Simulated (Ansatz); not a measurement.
H2Zn (`[ZnH2]`), relaxed with RKS PBE0-D4/def2-TZVP in Ansatz from a PBE-D4/def2-SVP geometry. The force threshold is 0.005 eV/Å; the program also tests the step.

Total charge 0; spin multiplicity 1.

Start:

```xyz
3

Zn    0.000    0.000    0.000
H    -0.095    1.511   -0.334
H     0.095   -1.511    0.334
```

```
step  energy (eV)  largest force (eV/Å)  largest move (Å)
   1  -48444.6678                 0.068             0.000
   2  -48444.6682                 0.020             0.004
   3  -48444.6682                 0.000             0.002
```

End:

```xyz
3

Zn    0.000    0.000    0.000
H    -0.095    1.505   -0.332
H     0.095   -1.505    0.332
```

Hardware: 2 threads of a server CPU on a shared host. Wall time 8.5 s, peak host memory 0.31 GiB.
